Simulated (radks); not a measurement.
Effect of the nuclear size on neutral europium, [Xe] 4f7 6s2. Method: Dirac Kohn-Sham, PBE, spin-unpolarised, spherical densities, finite nucleus; open shells fill j = l - 1/2 first; Fermi nuclear charge, rms radius 5.1115 fm; computed with a radial shooting solver on a logarithmic mesh with Libxc functionals. The rms radius is varied about that value; shifts are against it.

rms radius (fm)	total energy shift (eV)	density at nucleus (e/bohr^3)	1s1/2 shift (meV)	2s1/2 shift (meV)	5s1/2 shift (meV)	5p1/2 shift (meV)	6s1/2 shift (meV)	4f7/2 shift (meV)	6p1/2 (empty) shift (meV)
4.4777	-4.37	5.984e+05	-1810	-231	-1.68	0.226	-0.067	0.352	0.071
4.6668	-3.12	5.923e+05	-1290	-164	-1.20	0.161	-0.048	0.250	0.051
5.1115	0	5.792e+05	0.000	0.000	0.000	0.000	0.000	0.000	0.000
5.3875	2.04	5.717e+05	842	108	0.785	-0.105	0.031	-0.164	-0.033
5.9702	6.61	5.574e+05	2730	348	2.54	-0.341	0.101	-0.532	-0.108

Slopes of the eigenvalues against <r^2> in GHz/fm^2, as finite differences over the two radii next to the reference (eigenvalue slopes, not the field-shift constants of lines): 1s1/2 71000, 2s1/2 9070, 5s1/2 66.2, 5p1/2 -8.88, 6s1/2 2.62, 4f7/2 -13.8, 6p1/2 (empty) -2.80.
